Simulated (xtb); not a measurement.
Harmonic IR lines of one isomer of C₁₀H₇BS, unscaled. Computed with GFN2-xTB (xtb).

| wavenumber (cm⁻¹) | relative intensity |
|---|---|
| 555 | 4.8 |
| 649 | 6.4 |
| 682 | 5.0 |
| 806 | 7.6 |
| 814 | 69 |
| 836 | 8.9 |
| 845 | 4.9 |
| 1072 | 23 |
| 1160 | 3.9 |
| 1212 | 74 |
| 1242 | 4.4 |
| 1316 | 4.6 |
| 1391 | 8.0 |
| 1489 | 80 |
| 1536 | 19 |
| 1578 | 4.3 |
| 2645 | 100 |
| 2686 | 50 |
| 3082 | 5.2 |
| 3095 | 22 |
| 3119 | 10.0 |

### Question
Say which structure gives these lines.
(A) `Bc1c(C#C)ccc2ccsc12`
(B) `Bc1cc2ccc(C#C)cc2s1`
(C) `Bc1cc(C#C)c2ccsc2c1`
(D) `Bc1c(C#C)ccc2sccc12`

### Answer
B, `Bc1cc2ccc(C#C)cc2s1`
